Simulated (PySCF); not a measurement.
SbF3, SMILES [F][Sb]([F])[F].

Geometry optimised at PBE-D3(BJ)/def2-SVP. The isomer is the one that the SMILES or the coordinates give; other isomers of the formula were not compared. The def2 effective core potentials stand for the cores of Sb; spin–orbit coupling is left out.

The numbers are results of M06-2X/def2-TZVPD (PySCF), not measurements.

The molecule is in vacuum.

The total energy comes out as -539.84623 hartree and the point group is C3v. The highest occupied level comes out as -11.40 eV and the lowest empty level is -1.19 eV. The orbital gap comes out as 10.21 eV. The dipole moment comes out as 4.15 D. The quadrupole, principal values (traceless, Buckingham form, about the centre of nuclear charge) is -1.90, -1.90, 3.80 D·Å. The mean static polarisability comes out as 37.3 bohr³ (5.52 Å³) and the polarisability, principal values is 33.8, 39.0, 39.0 bohr³.
